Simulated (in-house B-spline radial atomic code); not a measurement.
The numbers below are computed, except where a source is named.
## Zr in an electron gas of r_s = 2.07: phase shifts, screening, friction and resistivity

A nucleus sits in a uniform electron gas with a rigid positive background. The Kohn-Sham equations are solved self-consistently in the spin-unpolarised LDA (PW92), non-relativistic, on B-splines with outgoing waves at the boundary and partial waves to l = 8. The model has no lattice, no bands and no magnetic solution. Atomic units; δ_l are the phase shifts at the Fermi level, counted so that each bound state adds π, and good to about 0.0005.

The density parameter is r_s = 2.07 bohr, near that of the valence electrons of Al (3 per atom, density 2.7 g/cm³, mass 26.98 u, which gives r_s = 2.07).

```csv
l,δ_l (rad)
0,11.5630
1,9.0013
2,4.7598
3,0.0508
4,0.0089
5,0.0015
6,0.0000
7,-0.0003
8,-0.0003
```

Bound levels below the band bottom (hartree): s -13.54, p -10.82, d -5.846, s -1.28, p -0.5691 and deeper ones.

(1) Check the Friedel sum rule, and say where the screening charge sits.

(2) Find the transport cross section and the electronic stopping of a 10 keV Zr ion (mass 91.22 u).

(3) What residual resistivity would 1 atomic per cent of such centres give in Al?

(4) On a substitutional site the background of one host ion, a sphere holding 3 charges, is taken out. The phase shifts for l = 0 to 4 become 11.3265, 8.8221, 4.0961, -0.0117, -0.0060. What follows?

## Answers

(1) k_F = (9π/4)^(1/3)/r_s = 0.92713. The rule is Z = (2/π) Σ (2l + 1) δ_l. The terms are s 7.361, p 17.191, d 15.151, f 0.226 and 0.055 beyond, in all 39.985 against Z = 40. Bound states hold 8 s, 18 p, 10 d electrons, so the scattering states carry 3.99 in all; where a term is smaller than its bound count, the bound level has drawn weight out of the band.

(2) σ_tr = (4π/k_F²) Σ (l + 1) sin²(δ_l − δ_(l+1)). The terms for l = 0 to 3 are 0.3002, 1.5884, 3.0000, 0.0070, all together 4.8959, so σ_tr = 14.619 × 4.8959 = 71.574 bohr². With n = 3/(4π r_s³) = 0.02692, the friction coefficient is Q = n k_F σ_tr = 1.7861. For v well below v_F = 0.927, dE/dx = Q v; with 24801 eV per u at v = 1, v = √(10000/(24801 × 91.22)) = 0.0665, so dE/dx = 0.11875 hartree/bohr = 61.1 eV/nm. The largest term couples the d and f waves.

(3) Δρ = k_F n_i σ_tr/n in atomic units of 21.74 μΩ·cm. With one host atom per 3 electrons, n_i/n = 0.01/3, so Δρ = 0.9271 × 0.00333 × 71.574 × 21.74 = 4.81 μΩ·cm. This is an atom added to the gas, as on an interstitial site.

(4) The Friedel sum is now 37.00, for Z − 3 = 37. The sum in σ_tr is 4.3845, so σ_tr = 64.10 bohr² and Δρ = 4.31 μΩ·cm per atomic per cent, 0.90 times the value above. A real host ion scatters too, so this model doesn't give zero even for the host's own atom.
